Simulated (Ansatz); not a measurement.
Start from `NCB(N)O` and change one atom or group to get `NB(O)[TeH]`.

Ansatz, PBE0-D4/def2-TZVP geometries, multiplicity 1. Each molecule was computed in one conformer, which needn't be the lowest.

Elements past krypton have def2 core potentials.  Spin–orbit coupling is left out; it splits and shifts lone-pair levels of the heavy atoms by tenths of an eV.

| property | `NCB(N)O` |
| --- | --- |
| HOMO–LUMO gap (PBE/def2-TZVPP) / eV | 5.59 |
| HOMO–LUMO gap (PBE0/def2-TZVPP) / eV | 7.87 |
| HOMO–LUMO gap (ωB97M-V/def2-TZVPP) / eV | 11.58 |
| LUMO energy (ωB97M-V/def2-TZVPP) / eV | 2.08 |
| LUMO energy (PBE/def2-TZVPP) / eV | -0.03 |
| HOMO energy (ωB97M-V/def2-TZVPP) / eV | -9.50 |

Q: What does the change do to each property? (An estimate is asked.)

A: Ansatz gave: 
```json
{"property": "HOMO–LUMO gap (PBE/def2-TZVPP) / eV", "`NB(O)[TeH]`": "4.13", "shift": "-1.46"}
{"property": "HOMO–LUMO gap (PBE0/def2-TZVPP) / eV", "`NB(O)[TeH]`": "6.00", "shift": "-1.87"}
{"property": "HOMO–LUMO gap (ωB97M-V/def2-TZVPP) / eV", "`NB(O)[TeH]`": "9.75", "shift": "-1.83"}
{"property": "LUMO energy (ωB97M-V/def2-TZVPP) / eV", "`NB(O)[TeH]`": "1.57", "shift": "-0.51"}
{"property": "LUMO energy (PBE/def2-TZVPP) / eV", "`NB(O)[TeH]`": "-0.94", "shift": "-0.91"}
{"property": "HOMO energy (ωB97M-V/def2-TZVPP) / eV", "`NB(O)[TeH]`": "-8.18", "shift": "1.32"}
```

With PBE0 the HOMO rises by 0.99 eV and the LUMO falls by 0.88 eV, so the gap narrows by about 1.87 eV. PBE moves the HOMO by 0.55 eV and ωB97M-V by 1.32 eV.
